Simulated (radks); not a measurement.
Problem. Tb49+, configuration [Ne] 3s2 3p4. Method: Dirac Kohn-Sham, PBE, spin-unpolarised, spherical densities, point nucleus; open shells fill j = l - 1/2 first; computed with a radial shooting solver on a logarithmic mesh with Libxc functionals.

Spin-orbit splittings of the eigenvalues, e(l+1/2) - e(l-1/2), with zeta = 2 splitting/(2l+1) and mean radii in bohr:

| shell | occ. | splitting (eV) | zeta (eV) | <r> j=l-1/2 | <r> j=l+1/2 |
|---|---|---|---|---|---|
| 2p | 6 | 763.4 | 508.9 | 0.07498 | 0.08168 |
| 3p | 4 | 194.9 | 129.9 | 0.2071 | 0.2173 |
| 3d | 0 | ? | ? | 0.1873 | 0.1905 |
| 4p | 0 | 75.29 | 50.19 | 0.4027 | 0.4164 |
| 4f | 0 | 7.197 | 2.056 | 0.3460 | 0.3480 |

Estimate the 3d splitting.

Solution. 46.58 eV (zeta = 18.63 eV).
